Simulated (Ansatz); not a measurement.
Harmonic frequencies (cm⁻¹) at PBE0-D4/def2-TZVP from Ansatz: 41, 85, 138, 146, 176, 340, 464, 487, 544, 553, 664, 746, 774, 875, 919, 931, 938, 949, 950, 1024, 1071, 1401, 2202, 2218, 2226, 2234, 2239, 2241, 3088, 3153.

Each molecule was computed in one conformer, which needn't be the lowest.

(1) Which molecule is it?
A. `C[SiH2][SiH2][TeH]`
B. `[SiH3]C[Te][SiH3]`
C. `C[SiH2][Te][SiH3]`
D. `CCSCF`

Answers

(1) B.
